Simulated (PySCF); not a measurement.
Sn(H)(F)(OH)2 (FH3O2Sn), SMILES [OH][SnH]([OH])[F].

Geometry: B3LYP-D3(BJ)/def2-SVP. The def2 effective core potentials stand for the cores of Sn; spin–orbit coupling is left out. One conformer was computed; it need not be the lowest.

These are C-PCM-B3LYP/def2-SVP run with PySCF values and carry that method's errors.

The values are the electrostatic part of the solvation free energy, E(continuum) − E(gas) at the gas-phase geometry, in a cavity of scaled van der Waals radii (PySCF's table); cavitation and dispersion terms are not included. A continuum can't describe solvent molecules that bind to the metal. In vacuum the orbital gap is 6.91 eV. The dipole moment in vacuum is 0.85 D.

Computed values in water (ε = 78.36), diethylether (ε = 4.24), methanol (ε = 32.61):
| solvent | ε | ΔG(elec) (kcal/mol) | dipole (D) | gap (eV) |
|---|---|---|---|---|
| water | 78.36 | -9.5 | 1.03 | 7.02 |
| diethylether | 4.24 | -7.2 | 0.98 | 7.00 |
| methanol | 32.61 | -9.3 | 1.02 | 7.02 |
